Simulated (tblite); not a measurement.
Start geometry of `[NH]C(=O)C1=C(F)C1` [radical] from a force field or distance geometry (Å):
```
atom  x, y, z in Å
N1     1.9950   -1.0298   -0.1902
C2     1.2513    0.1581    0.1185
O3     1.9543    1.1523    0.4835
C4    -0.1992    0.2448    0.0540
C5    -1.3511    0.8831    0.1970
F6    -1.8932    2.0954    0.5260
C7    -1.4441   -0.5252   -0.2553
H8     3.0479   -0.9517   -0.0970
H9    -1.6730   -0.6981   -1.3374
H10   -1.6790   -1.3244    0.4786
```

Task: What comes out of this run: tblite 0.8.0, GFN2-xTB geometry optimisation, gas phase?

Result: 
```
atom  x, y, z in Å
N1     1.8930   -0.9342   -0.1734
C2     1.3136    0.1916    0.1388
O3     2.0358    1.1470    0.4747
C4    -0.1276    0.2486    0.0710
C5    -1.2619    0.8827    0.1996
F6    -1.9339    1.9595    0.4999
C7    -1.4041   -0.5220   -0.2551
H8     2.9035   -0.9604   -0.1230
H9    -1.6492   -0.7302   -1.2903
H10   -1.7603   -1.2780    0.4353
```

The energy falls by 16.5 kcal/mol over 35 L-BFGS steps, the largest force on an atom goes from 3.65 to 0.008 eV/Å, and the atoms move by 0.102 Å rms after alignment. The bond that changes most is N1–C2 (ends: nitrogen bonded to C and H; carbon bonded to C, N and O), which shortens by 0.131 Å. Bonds longer at the end by more than 0.005 Å: 1 of 10; shorter: 8. Among the angles that change most is F6–C5–C7, from 152.9° to 143.4°. Rotational constants go from 5447, 1700, 1308 to 5788, 1752, 1357 MHz. The orientation of the end geometry is arbitrary; only internal coordinates are fixed.

Time: 0.16 s of wall time. Hardware: an Arm Neoverse V1 with one thread, no GPU, shared host.

Its GFN2-xTB frequencies are all real (lowest 52 cm⁻¹). 3 starts were optimised and ended at 0.00, 0.34 and -5.44 kcal/mol (GFN2-xTB); the lowest of these is shown.

One conformer stands for the species.

The numbers are calculated, not measured.
